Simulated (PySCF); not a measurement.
**Si2H6SO6**

The system: Si2H6SO6, a molecule drawn as a unit of a network glass or zeolite (built as: Si Si, OH ends, S bridges); neutral, singlet. The structure, one conformer, was relaxed in the gas phase by PBE0-D3(BJ)/def2-SVP. No frequency run checks that it is a minimum.

SMILES: O[Si](O)(O)S[Si](O)(O)O

| atom | x (Å) | y (Å) | z (Å) |
| --- | --- | --- | --- |
| O1 | 0.757 | -1.516 | -1.196 |
| Si2 | 1.447 | -0.190 | -0.536 |
| O3 | 2.883 | 0.188 | -1.233 |
| O4 | 1.770 | -0.492 | 1.071 |
| S5 | 0.092 | 1.472 | -0.642 |
| Si6 | -1.467 | 0.407 | 0.379 |
| O7 | -0.919 | -0.140 | 1.817 |
| O8 | -1.908 | -0.893 | -0.569 |
| O9 | -2.809 | 1.339 | 0.534 |
| H10 | -0.217 | -1.539 | -1.164 |
| H11 | 2.918 | 0.184 | -2.194 |
| H12 | 2.517 | -0.012 | 1.444 |
| H13 | 0.039 | -0.314 | 1.859 |
| H14 | -2.616 | -0.726 | -1.200 |
| H15 | -2.807 | 1.993 | 1.238 |

Shieldings: GIAO PBE0/pcSseg-1. Shifts are against computed references at the same level: H TMS (σ 31.27 ppm), Si TMS (σ 352.0 ppm). Core levels by delta-SCF with SCAN, pcX-2 on the ionised atom and pcseg-1 elsewhere, spin-free X2C (2p3/2 is the spin-free 2p value less a third of a first-order spin-orbit splitting); from the vacuum level, for chosen atoms.

Give the NMR and core-level values of the distinct atoms.


```tsv
atoms	bonded to	σ (ppm)	δ (ppm)	core level (eV)
O1 O7	1 Si + 1 H	236.9	-	1s 538.52
Si2 Si6	3 O + 1 S	387.2	-35.3	2p3/2 108.71
O3 O9	1 Si + 1 H	273.5	-	1s 539.19
O4 O8	1 Si + 1 H	259.0	-	1s 539.20
S5	2 Si	681.0	-	2p3/2 168.85
H10 H13	1 O	25.77	5.49	-
H11 H15	1 O	29.09	2.18	-
H12 H14	1 O	29.11	2.16	-
```

Values are those of this one static structure; atoms that internal rotation interchanges would show their mean in an NMR spectrum.

By CAM-B3LYP/def2-SVPD (TDDFT singlets, Tamm-Dancoff triplets, ionisation by delta-SCF), where does absorption start, and what does vertical ionisation take?

The lowest singlet lies at 6.44 eV (f 0.045), the strongest of the first 6 at 7.82 eV (f 0.094), the lowest triplet at 6.19 eV; vertical ionisation takes 9.84 eV.

The 3 runs behind this took 5.8 min in all, one thread each of Arm Neoverse V1 on a shared host, launched as `OMP_NUM_THREADS=1 python cluster_run.py task.json out`.
